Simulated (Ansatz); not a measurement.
Cost and result for the atomization energy of ClH2InOS (`[OH][In]([SH])[Cl]`) (6 atoms, 5 bonds).

```xyz
6

O    -0.4591    1.7019    1.0235
In    0.0267    0.0732    0.0354
S    -1.5469   -1.5641   -0.5730
Cl    2.2755   -0.1534   -0.5093
H     0.3077    2.2564    1.1931
H    -0.6039   -2.3140   -1.1697
```

Charge 0, multiplicity 1. Correlated methods include outer-core shells of In, which these sets cover unevenly. In takes the def2 core potential. The geometry is a stationary point of PBE0-D4/def2-TZVP. It is one conformer, not always the lowest. Program: Ansatz. Hardware: A = 2 threads of an AMD EPYC 7R13 on a shared host; B = 2 threads of an AMD EPYC 7R13 on a shared host and a share of an NVIDIA H100 80 GB. Times are those of one run each, without the atoms' runs, and a repeat can differ threefold. Electronic energies, without spin–orbit coupling; frozen cores. CCSD(T)/CBS adds CCSD(T) − MP2 in def2-TZVPP to the MP2 limit, and its time is that of the two runs behind it. T1 = 0.015. With those shells the extrapolation isn't a true limit. B3LYP takes the VWN-RPA correlation (the form of Gaussian; ORCA's B3LYP/G).

CCSD(T)/CBS is a level of theory with its own doubt, some kJ/mol a heavy atom from the limit and from the frozen cores, so smaller differences don't rank the functionals.

| level | functions | wall time |
| --- | --- | --- |
| PBE-D4/def2-TZVPP (with forces) [A] | 193 | 3.3 s |
| PBE0-D4/def2-TZVPP [A] | 193 | 4 s |
| r2SCAN-D4/def2-TZVPP (with forces) [A] | 193 | 6 s |
| CCSD(T)/def2-TZVPP [B] | 193 | 6 s |
| B2PLYP/def2-TZVPP [A] | 193 | 6.5 s |
| B3LYP-D4/def2-TZVPP (with forces) [A] | 193 | 7 s |
| ωB97X-V/def2-TZVPP [A] | 193 | 9 s |
| ωB97M-V/def2-TZVPP (with forces) [A] | 193 | 14 s |
| CCSD(T)/def2-QZVPP [B] | 339 | 14 s |
| CCSD(T)/CBS(def2) | – | 20 s |

Task: What atomization energy does each give, and how far from CCSD(T)/CBS? (Estimate.)

Result: The calculation gave: 
| level | atomization (kcal/mol) | difference from CCSD(T)/CBS | per bond |
| --- | --- | --- | --- |
| PBE-D4/def2-TZVPP (with forces) [A] | 420.7 | 1.5 | 0.3 |
| PBE0-D4/def2-TZVPP [A] | 409.4 | -9.8 | -2.0 |
| r2SCAN-D4/def2-TZVPP (with forces) [A] | 416.7 | -2.5 | -0.5 |
| CCSD(T)/def2-TZVPP [B] | 401.6 | -17.6 | -3.5 |
| B2PLYP/def2-TZVPP [A] | 403.5 | -15.7 | -3.2 |
| B3LYP-D4/def2-TZVPP (with forces) [A] | 404.4 | -14.8 | -3.0 |
| ωB97X-V/def2-TZVPP [A] | 417.6 | -1.6 | -0.3 |
| ωB97M-V/def2-TZVPP (with forces) [A] | 416.6 | -2.6 | -0.5 |
| CCSD(T)/def2-QZVPP [B] | 413.5 | -5.7 | -1.1 |
| CCSD(T)/CBS(def2) | 419.2 | 0.0 | 0.0 |

From PBE to PBE0 (25 % exact exchange), in def2-TZVPP and without D4, the atomization energy moves by −10.9 kcal/mol: exact exchange takes away binding that semilocal exchange gives to molecules. The D4 term adds +5.5 kcal/mol with B3LYP and +2.9 kcal/mol with PBE0; it sums over pairs of atoms, weighted by their polarisabilities, and B3LYP, whose exchange is more repulsive, gets the larger term. In def2-TZVPP, CCSD(T) changes the Hartree–Fock value by +127.1 kcal/mol (the triples alone add +10.4 kcal/mol) and MP2 by +139.4 kcal/mol; breaking electron pairs costs correlation energy, which Hartree–Fock lacks.

Spin–orbit coupling would lower the free In atoms strongly, and the atomization energy with them, by more than many differences here.
